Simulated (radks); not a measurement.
Results of a calculation; reference values are marked as such.
Problem. These are the eigenvalues of the occupied orbitals of an atom or ion with whole-number occupations (eV). Code: a radial shooting solver on a logarithmic mesh with Libxc functionals. Model: Dirac Kohn-Sham, PBEsol, spin-unpolarised, spherical densities, finite nucleus; Fermi nuclear charge, rms radius of each element as measured or else 0.836 A^(1/3) + 0.57 fm.

1s1/2: -28984.09
2s1/2: -4379.645
2p1/2: -4092.100
2p3/2: -3861.651
3s1/2: -849.7655
3p1/2: -732.9110
3p3/2: -690.8329
3d3/2: -484.0652
3d5/2: -475.3759
4s1/2: -139.5987
4p1/2: -100.7271
4p3/2: -93.1306
4d3/2: -32.3447
4d5/2: -31.2987
5s1/2: -15.8478
5p1/2: -8.6948
5p3/2: -8.1213
6d3/2: -0.6077
6d5/2: -0.6033

Which element is it, and in what charge state? The configuration may be excited. Open shells, if any, are shared by 2j + 1.

Solution. Z = 50, tin, charge 0: Sn in [Kr] 4d10 5s2 5p1 6d1. The list shows which subshells hold electrons but not how many an open one holds; the 1s level, -1065.1 hartree, gives Z - s = 46.2 by -(Z - s)^2/2, which with screening and relativity narrows Z to a few neighbours, and the depths of the outer levels then fix element, charge and occupations together.
